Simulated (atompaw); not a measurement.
## Sm: PAW (atompaw) pseudisation with LDA (PW92), scalar-relativistic reference atom.

atompaw 4.2.0.5 was run on this input:

```
Sm 62
LDA-PW scalarrelativistic loggrid 2001 logderivrange -6 5 276
6 6 5 4 0 0
6 0 1
6 1 0
5 2 0
4 3 6
0 0 0
c
c
c
c
v
v
c
c
c
v
v
c
c
v
v
3
3.00 2.30 2.40 2.55
n
n
y
0.35
n
y
-0.25
n
custom polynom2 7 10 vanderbiltortho sinc
4 0 ultrasoft
2.10
2.15
1.90
2.35
3.00
3.00
1.10
1.10
PWSCFOUT
UPFDX 0.0125d0 UPFXMIN -7.d0 UPFZMESH 62.d0
END
```

Command:

```bash
atompaw < Sm.input > Sm.log
```

Output (summary file):

```
Completed calculations for Sm (AE)

 Exchange-correlation type: LDA, Perdew-Wang correlation

 Radial integration grid is logarithmic
 r0 =   1.0892634E-04 h =   6.7534333E-03   n =      2001 rmax =   8.0000000E+01

 Scalar relativistic calculation

 AEatom converged in  42 iterations
   nz     =  62.00
   delta  =       6.253677957272E-15

 All Electron Orbital energies:
  n  l      occupancy      energy
  1  0      2.0000000E+00 -3.4280595E+03
  2  0      2.0000000E+00 -5.6063575E+02
  3  0      2.0000000E+00 -1.2314495E+02
  4  0      2.0000000E+00 -2.4794967E+01
  5  0      2.0000000E+00 -3.6479964E+00
  6  0      1.0000000E+00 -6.3773972E-01
  2  1      6.0000000E+00 -5.0037799E+02
  3  1      6.0000000E+00 -1.0430792E+02
  4  1      6.0000000E+00 -1.8600992E+01
  5  1      6.0000000E+00 -2.1711830E+00
  6  1      0.0000000E+00 -4.0041184E-01
  3  2      1.0000000E+01 -7.8748255E+01
  4  2      1.0000000E+01 -9.9106086E+00
  5  2      0.0000000E+00 -5.4655602E-01
  4  3      6.0000000E+00 -6.4991893E-01

 Total energy
   Total                    :   -20839.54417798568829

 ---
 Completed calculations for Sm (SC)

 Exchange-correlation type: LDA, Perdew-Wang correlation

 Radial integration grid is logarithmic
 r0 =   1.0892634E-04 h =   6.7534333E-03   n =      2001 rmax =   8.0000000E+01

 Scalar relativistic calculation

 SCatom converged in   4 iterations
   nz     =  62.00
   delta  =       2.325802428571E-15

 Valence Electron Orbital energies:
  n  l      occupancy      energy
   5  0      2.0000000E+00 -3.6479964E+00
   6  0      1.0000000E+00 -6.3773972E-01
   5  1      6.0000000E+00 -2.1711830E+00
   6  1      0.0000000E+00 -4.0041184E-01
   5  2      0.0000000E+00 -5.4655602E-01
   4  3      6.0000000E+00 -6.4991894E-01

 Total energy
   Total                    :   -20839.54417798437862
   Valence                  :     -588.94219881892707

 PAW parameters:
       lmax =            3
         rc =    3.0036347465589861
        irc =         1515
   rc_shape =    2.3081083900620354
    rc_vloc =    2.4035595497270434
    rc_core =    2.5541879789160258
   Vloc: Non norm-conserving form with l= 4;e=   0.0000E+00
   Projector type: improved polynomial pseudization + Vanderbilt ortho.
   Sinc^2 compensation charge shape zeroed at   2.3081E+00

 Number of basis functions     8
 No.   n  nodes  l      Energy         Cp coeff         Occ
  1    5    4    0   -0.3647996E+01  0.1315978E+02  0.2000000E+01
  2    6    5    0   -0.6377397E+00  0.5387042E+02  0.1000000E+01
  3    5    3    1   -0.2171183E+01  0.2627774E+01  0.6000000E+01
  4    6    4    1   -0.4004118E+00  0.7859128E+02  0.0000000E+00
  5    5    2    2   -0.5465560E+00 -0.8077826E+01  0.0000000E+00
  6  999    3    2    0.3500000E+00 -0.1301588E+00  0.0000000E+00
  7    4    0    3   -0.6499189E+00 -0.1857568E+03  0.6000000E+01
  8  999    1    3   -0.2500000E+00 -0.2381408E+03  0.0000000E+00

 Eigenvalues of overlap operator (in the basis of projectors):
    1        1.87276277E-01
    2        4.59918362E-01
    3        6.74198122E-01
    4        2.51424967E+00
    5        1.53290019E+01
    6        5.22294640E+02
    7        9.51548197E+03
    8        3.31939317E+06

 Orbital leakage outside PAW augmentation regions
   orb  is_core?  %out_of_sphere
   1 0    T           0.00
   2 0    T           0.00
   3 0    T           0.00
   4 0    T           0.00
   5 0    F           0.51
   6 0    F          74.99
   2 1    T           0.00
   3 1    T           0.00
   4 1    T           0.00
   5 1    F           2.78
   6 1    F          90.63
   3 2    T           0.00
   4 2    T           0.00
   5 2    F          37.03
   4 3    F           1.46

 Summary of PAW energies
   Total valence energy     :   -588.94219540744928
   Smooth energy            :     60.79438065712181
   One center               :   -649.73657606457107
   Smooth kinetic           :     60.45272877584847
   Vloc energy              :      2.92445701742027
   Smooth exch-corr         :    -13.52776193420341
   One-center xc            :   -442.20645288136018
```

The run took about 15 s on one core of a shared server CPU.
